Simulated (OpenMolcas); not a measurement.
Ionisation energies of osmium

```json
{
  "Program": "OpenMolcas",
  "Basis": "ANO-RCC [11s10p9d8f4g2h]",
  "Scalar Hamiltonian": "DKH2, point nucleus",
  "Spin-orbit coupling": "RASSI with atomic mean-field integrals over the reference wave functions, term energies averaged over their components"
}
```

Active shells in each charge state: the valence d shell, with orbitals averaged over the low states. Where CASPT2's correlated closed shells are named, they are those of the first ion.

A. CASSCF
B. SS-CASPT2, IPEA 0.25 Eh, imaginary shift 0.1 Eh (closed shells correlated: 5s 5p)
C. SS-CASPT2, IPEA 0.25 Eh, imaginary shift 0.1 Eh (closed shells correlated: 4f 5s 5p)
D. SS-CASPT2, IPEA 0.25 Eh, imaginary shift 0.1 Eh (closed shells correlated: none)
E. SS-CASPT2, IPEA 0 Eh, imaginary shift 0.1 Eh (closed shells correlated: 5s 5p)

Energies in eV between the lowest computed levels, named as in B; reference values from the NIST Atomic Spectra Database with their kind.

```
           From               To        A        B        C        D        E  Spin-orbit share in B                 Reference
   Os2+ 5d6 5D4  Os3+ 5d5 6S 5/2   25.266   26.890   27.062   26.683   26.893                 +0.430      25.000 (theoretical)
Os3+ 5d5 6S 5/2     Os4+ 5d4 5D0   41.232   42.114   42.373   41.815   42.192                 -0.787      41.000 (theoretical)
   Os4+ 5d4 5D0  Os5+ 5d3 4F 3/2   54.610   55.490   55.812   55.105   55.542                 -0.356      55.000 (theoretical)
Os5+ 5d3 4F 3/2     Os6+ 5d2 3F2   69.270   70.067   70.447   69.544   70.137                 -0.432      70.100 (theoretical)
   Os6+ 5d2 3F2   Os7+ 5d 2D 3/2   85.615   86.441   86.875   85.775   86.493                 +0.575      85.100 (theoretical)
 Os7+ 5d 2D 3/2     Os8+ 5p6 1S0  101.040  101.850  102.335  101.040  101.899                 +0.999  102.020 (semi-empirical)
```

The lowest level within the active space need not be the ion's true ground level.
